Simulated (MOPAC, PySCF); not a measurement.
C₄H₅BO, SMILES `Bc1ccco1`, neutral singlet in the gas phase. 

Cartesian coordinates (Å):
SMILES: Bc1ccco1
```xyz
11

B      2.0988    -0.2101     0.0646
C      0.5993    -0.1041     0.0255
C     -0.2417     0.9640    -0.1591
C     -1.5691     0.4901    -0.1020
C     -1.4634    -0.8480     0.1152
O     -0.1910    -1.2274     0.1949
H      2.6336    -1.2568     0.2415
H      2.7365     0.7834    -0.0859
H      0.0826     1.9791    -0.3180
H     -2.4814     1.0515    -0.2058
H     -2.2043    -1.6217     0.2291
```
Charge 0, spin multiplicity 1.

All levels are single points at this geometry (CAM-B3LYP-D3(BJ)/def2-TZVP); Pople sets use spherical d functions. Orbital energies aren't observables, and empty levels follow the basis.

| level | HOMO (eV) | LUMO (eV) | gap (eV) | dipole (D) | vertical IE, Delta-SCF (eV) |
|---|---|---|---|---|---|
| CAM-B3LYP-D3(BJ)/def2-TZVP in PySCF | -8.47 | -0.86 | 7.61 | 2.29 | 9.27 |
| B3LYP/6-311+G** in PySCF | -7.11 | -2.14 | 4.97 | 2.43 | – |
| B3LYP/6-31G* in PySCF | -6.77 | -1.70 | 5.08 | 2.48 | 9.11 |
| M06-2X/6-31G* in PySCF | -8.07 | -0.68 | 7.39 | 2.20 | – |
| AM1 in MOPAC | -9.60 | 0.07 | 9.66 | 1.07 | – |
| PM6 in MOPAC | -9.68 | -0.81 | 8.86 | 1.03 | – |
